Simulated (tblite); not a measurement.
Compound: C₅H₃ClFO (doublet state).
Numbering: `[CH3:1]/[C:2](=[C:3]/[F:4])[C:5]([Cl:6])=[C:7]=[O:8]` (hydrogens: H9, H10, H11 on C1)

A start from a force field or distance geometry was refined with GFN2-xTB geometry optimisation, gas phase in tblite. Values at the start:

```tsv
coordinate	start
C1–C2	1.479 Å
C1–H9	1.100 Å
C2=C3	1.312 Å
C2–C5	1.468 Å
C3–F4	1.352 Å
C5–Cl6	1.746 Å
C5=C7	1.332 Å
C7=O8	1.238 Å
C1–C2–C3	120.6°
C1–C2–C5	116.5°
C2–C3–F4	125.1°
C2–C5–Cl6	123.2°
C2–C5–C7	119.4°
C3–C2–C5	122.9°
C5–C7–O8	178.6°
Cl6–C5–C7	117.4°
C1–C2–C3–F4	180°
C1–C2–C5–Cl6	-68°
```

How do these coordinates change at the GFN2-xTB level?

```tsv
coordinate	GFN2-xTB (Å or °)	change
C7=O8	1.159	-0.079
C3–F4	1.326	-0.026
C5=C7	1.308	-0.024
C1–C2	1.496	+0.017
C2–C5	1.483	+0.015
C1–H9	1.089	-0.011
C5–Cl6	1.749	+0.003
C2=C3	1.315	+0.003
C2–C5–C7	125.0	+5.6
C2–C5–Cl6	118.6	-4.6
C2–C3–F4	129.1	+4.0
C5–C7–O8	176.0	-2.6
C3–C2–C5	120.7	-2.2
C1–C2–C3	122.3	+1.7
Cl6–C5–C7	116.1	-1.3
C1–C2–C5	116.6	+0.1
C1–C2–C5–Cl6	-26	+42
C1–C2–C3–F4	-175	+5
```

The energy falls by 50.1 kJ/mol over 98 L-BFGS steps, the largest force on an atom goes from 6.12 to 0.006 eV/Å, and the atoms move by 0.642 Å rms after alignment. The bond that changes most is C7=O8 (ends: carbon bonded to C and O; oxygen bonded to C), which shortens by 0.079 Å. Bonds longer at the end by more than 0.005 Å: 2 of 10; shorter: 6. Among the dihedrals that turn most is C1–C2–C5–C7, from 112° to 161°. Rotational constants go from 1735, 1386, 1059 to 2033, 1529, 918.9 MHz.

On an Arm Neoverse V1 with one thread, on a shared host, this took 0.6 s of wall time.

Its GFN2-xTB frequencies are all real (lowest 25 cm⁻¹). 3 starts were optimised and ended at 0.00, 0.24 and 1.94 kcal/mol (GFN2-xTB); the lowest of these is shown.

One conformer stands for the species.

All values are computed, not measured.
